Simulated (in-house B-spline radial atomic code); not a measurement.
A fraction x of an electron is removed from 4f in the terbium ion Tb²⁺, starting from [Xe] 4f9 and keeping the highest spin. Level of theory: scalar-relativistic (X2C) B3LYP, spin-polarised, spherical fractional occupations, Fermi nucleus of rms radius 5.06 fm; calculated with a B-spline radial code for spherical atoms.

Caution: exact exchange at fractional occupations of open shells leaves self-interaction of up to several eV.

```tsv
x	E(x) - E(0) (eV)	4f down level (eV)
0	0.0000	-12.931
0.01	0.1300	-13.072
0.14	1.9507	-14.948
0.32	4.8821	-17.642
0.44	7.1099	-19.496
0.5	8.3079	-20.439
0.52	8.7198	-20.756
0.74	13.6752	-24.315
0.78	14.6610	-24.977
0.99	20.2759	-28.517
1	20.5619	-28.689
```

The exact functional would give a straight line between the two integer points. Deviations E(x) - E(0) - x[E(1) - E(0)], in eV: -0.076 at x = 0.01, -0.928 at x = 0.14, -1.698 at x = 0.32, -1.937 at x = 0.44, -1.973 at x = 0.5, -1.972 at x = 0.52, -1.541 at x = 0.74, -1.377 at x = 0.78, -0.08 at x = 0.99.

The curve lies below the straight line by up to 1.973 eV (at x = 0.5): convex, the delocalisation error, to which spherically averaged exact exchange adds.

(1) How well does Slater's transition state (minus the level at half occupation) give the ionisation energy?

Results:

(1) It gives 20.439 eV against 20.562 eV from the two total energies; NIST lists 21.82 eV, ground level to ground level. The end point has an open shell averaged over its orbitals, so its exact exchange keeps a self-interaction and this is no true integer point.
